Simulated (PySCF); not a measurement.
All values below come from PBE-D3(BJ)/def2-TZVP // CAM-B3LYP-D3(BJ)/def2-TZVP (PySCF). Gas-phase values, no solvent. Excitations are Tamm–Dancoff values on a coarser integration grid. The basis has no diffuse functions, so Rydberg states are missing or too high.

Reference species (SMILES): `[SiH2]=C` (neutral, multiplicity 1).

```json
{
  "LUMO": "-2.05 eV",
  "dipole_moment": "0.60 D",
  "brightest of the four lowest singlets (TDA)": "5.66 eV"
}
```

Changed species: `NB`.

Q: Predict the effect on the LUMO, dipole moment and brightest of the four lowest singlets (TDA).

A: the LUMO rises by 1.32 eV, to -0.73 eV; the dipole moment rises by 1.48 D, to 2.08 D; the brightest of the four lowest singlets (TDA) increases by 2.64 eV, to 8.30 eV.
